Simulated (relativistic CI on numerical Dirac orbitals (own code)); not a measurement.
Calculated at this level of theory: Dirac-Coulomb-Breit CI, separate exchange-only KLI orbitals for each configuration, model QED, unscaled Slater integrals (own radial code, finite nucleus).

The strongest absorption lines from the ground level of an ion, among the configurations computed and to levels below about 725 eV (vacuum wavelength in nm, gf): 2.0051 (0.44), 2.0204 (0.58), 2.0231 (0.62), 2.0319 (1.4), 2.0365 (0.64), 2.0386 (2), 2.0404 (3.3), 2.0902 (1.1).

Problem. Which ion is it?
A. Ti XVII
B. Ti XV
C. Cr XVII
D. Ca XIII

Solution. B. Ti XV has 8 electrons and the ground level 2s2 2p4 3P_2; the strongest line goes to 2s2 2p3 3d 3D°_3. The pattern of lines fixes the number of electrons, and along that sequence the line energies rise steadily with the charge (about as its square where n changes within one kind of shell, about linearly where n is kept but much faster in heavy ions where fine structure, which grows about as Z⁴, sets the gap, and irregularly where shells cross), which fixes Z. Configurations outside the model, such as inner-shell arrays, can give stronger lines. At this charge energies of transitions that change n are usually good to better than 1 %, and those within a shell (Δn = 0) to a few per cent.

LS names give the leading component of a level, which can be under half, so a name can repeat, a term be missing and a line seem to break the LS rules.
